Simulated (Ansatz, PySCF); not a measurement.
Gas-phase reaction in SMILES: [SiH3]N[SiH3] + 2 [H][H] (H2) -> N (NH3) + 2 [SiH4] (SiH4)
Structures are relaxed separately at B3LYP-D3(BJ)/def2-TZVP in Ansatz (a first-principles code). Frequencies are from Ansatz or PySCF.
Geometry of the first species:
```xyz
10

Si     1.5374    -0.1545     0.2780
N     -0.0087    -0.3951    -0.4600
Si    -1.5332     0.3284    -0.0787
H      2.5841     0.0409    -0.7549
H      1.4386     1.0483     1.1322
H      1.9584    -1.3052     1.1173
H     -0.0383    -1.1112    -1.1744
H     -2.4596    -0.6104     0.6041
H     -2.2124     0.7953    -1.3121
H     -1.2684     1.4741     0.8178
```

Wanted: energy of full hydrogenation (enthalpy at 298 K, with B3LYP-D3(BJ) rigid-rotor harmonic-oscillator terms), in kcal/mol. Correlated levels leave the core frozen unless marked. Spin-orbit coupling is left out. Non-relativistic. CBS(X,Y): correlation extrapolated as X^-3; Hartree-Fock from the larger set.

CCSD(T)/CBS(cc-pV(T+d)Z,cc-pV(Q+d)Z) (Ansatz) gives 19.2 kcal/mol.

Question: Another calculation gave 17.8 kcal/mol. Which level was it?
A) BHLYP/def2-TZVPD (Ansatz)
B) r2SCANh/def2-TZVPD (Ansatz)
C) M06-2X/def2-TZVPD (PySCF)

Answer: B, r2SCANh/def2-TZVPD (Ansatz). The others give 14.5 (BHLYP), 22.7 (M06-2X) kcal/mol.
